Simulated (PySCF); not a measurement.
## Adding and removing an electron: SiHg

ROHF; Si def2-SVPD, Hg def2-SVPD with ECP60; scalar-relativistic core potentials (PySCF 2.14). Neutral (ROHF): triplet (π ↑↑), Re = 3.180 Å, ωe = 52.8 cm⁻¹, De = 0.04 eV, HOMO -7.77 eV, LUMO -0.23 eV.

SiHg⁺ (UHF): doublet (π ↑), Re = 2.781 Å, ωe = 176 cm⁻¹, De = 0.98 eV to Si⁺ + Hg. The energies at the minima are -441.30206 hartree for SiHg and -441.05943 for SiHg⁺.

Problem. Work out the adiabatic ionisation energy, without and with harmonic zero-point energies (1 hartree = 27.2114 eV, 1 eV = 8065.5 cm⁻¹), and the change of the bond length.

Solution. At HF: 0.24263 hartree = 6.602 eV between the minima; the zero-point term (176.0 − 52.8)/2 cm⁻¹ = +0.008 eV makes it 6.610 eV. Re changes by -39.9 pm against the neutral. The electron leaves a π orbital, and the shorter bond of the ion fits an antibonding orbital, or a change in how ionic the bond is.

SiHg⁻ (UHF): quartet (σ ↑, π ↑↑), Re = 3.248 Å, ωe = 80.9 cm⁻¹. The energies at the minima are -441.30206 hartree for SiHg and -441.33290 for SiHg⁻.

Problem. Work out the adiabatic electron affinity, without and with harmonic zero-point energies (1 hartree = 27.2114 eV, 1 eV = 8065.5 cm⁻¹), and the change of the bond length.

Solution. At HF: 0.03084 hartree = 0.839 eV between the minima; the zero-point term (52.8 − 80.9)/2 cm⁻¹ = -0.002 eV makes it 0.837 eV. Re changes by +6.8 pm against the neutral. The electron enters a σ orbital, and the longer bond of the ion fits an antibonding orbital, or a change in how ionic the bond is.

UHF and ROHF references stand side by side, which adds small steps between rows. These are scalar-relativistic numbers at best; spin–orbit coupling would shift them, the dissociation energy most. For an ion De counts to the pair picked by the measured ionisation energies or electron affinities, which need not be the lowest pair at this level. Hartree–Fock leaves out correlation, which carries a large part of most bond energies and some tenths to 1 eV of ionisation energies. States were picked by a PBE0 search and need not be the measured ground states.

Neutral and ion stand on different kinds of reference determinant, which adds to the error of the difference.
